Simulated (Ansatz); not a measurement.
Several settings on one geometry of PdS₂⁺ (the lowest doublet isomer of a short search) (that of the charge 1 doublet, PBE-D4/def2-TZVP). Ansatz on 4 threads of Intel Xeon on a shared host; times are rough.

```xyz
3

Pd   -1.356    0.181   -0.061
S     0.806    0.869    0.033
S     0.550   -1.051    0.028
```

Totals from different functionals, basis sets or treatments of relativity can't be compared as stabilities.

In the def2 sets Pd takes a core potential; there is no spin–orbit coupling. HSE06 is defined as in plane-wave codes, on full-range PBE exchange.

The spins typed aren't always the lowest for that charge.

Problem. Give the basis size and estimate the energy, ⟨S²⟩ and time of these runs.

| run | method | charge | state | further keys |
| --- | --- | --- | --- | --- |
| 1 | UKS PBE/def2-mTZVPP | 1 | doublet | scf: {omitted_lower_state_checks: [starts]} |
| 2 | RKS HSE06-D3(BJ)/def2-TZVP | 0 | singlet | scf: {lower_state_search: off}; forces asked |
| 3 | ROKS B97/def2-SVPD | 1 | doublet | final_grid: {core_spheres: 8, valence_spheres: 7, degree: 23}; scf: {omitted_lower_state_checks: [starts]} |
| 4 | RKS SVWN5/def2-mTZVPP | 2 | singlet | scf: {lower_state_search: off}; forces asked |

Solution. 
```
run  functions  energy (Eh)  ⟨S²⟩  wall time
  1         87    -923.7278  0.75      1.9 s
  2        114    -924.0286     –      2.4 s
  3         88    -923.6421     –      2.3 s
  4         87    -920.5545     –     0.91 s
```

A triplet lies near this restricted singlet, and broken spin symmetry wasn't tried. This restricted singlet of an open-shell metal wasn't tested against broken symmetry or higher spin.
